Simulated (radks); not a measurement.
Spherical quantum dot in the effective-mass picture: electrons in a parabolic well V = omega^2 r^2 / 2 with omega = 2.63, all in effective atomic units (hartree* = m*/eps^2 hartree, bohr* = eps/m* bohr), one dielectric constant everywhere. Calculated with a radial shooting solver with Libxc functionals: non-relativistic Kohn-Sham, LDA (Slater exchange, Perdew-Wang correlation), spin-polarised, spherical densities. Levels are named by radial order and angular momentum (1s, 1p, 1d, 2s, ...), and open shells are averaged over m. Results are scaled to m* = 0.032 and eps = 16, for which hartree* = 3.401 meV and bohr* = 26.46 nm.

N = 8, configuration 1s2 1p6. This is the lowest configuration that the search found. Occupied and some empty levels:

level  occupation  eigenvalue (meV)  <r> (nm)
1s              2            37.414     21.60
1p              6            43.970     27.75
1d              0            51.014     32.42
2s              0            51.850     29.47
1f              0            58.430     36.34

Energy (meV): total 246.032, kinetic 62.953, external 103.38, Hartree 98.501, exchange-correlation -18.800.

Electron density:

r (nm)  n(r) (e/nm^3)
3.90       0.00005002
8.08       0.00005664
12.3       0.00006267
16.4       0.00006345
20.6       0.00005695
24.8       0.00004469
29.0       0.00003048
33.2       0.00001794
37.3        9.094e-06
41.5        3.964e-06
45.7        1.485e-06
49.9        4.787e-07
54.1        1.320e-07
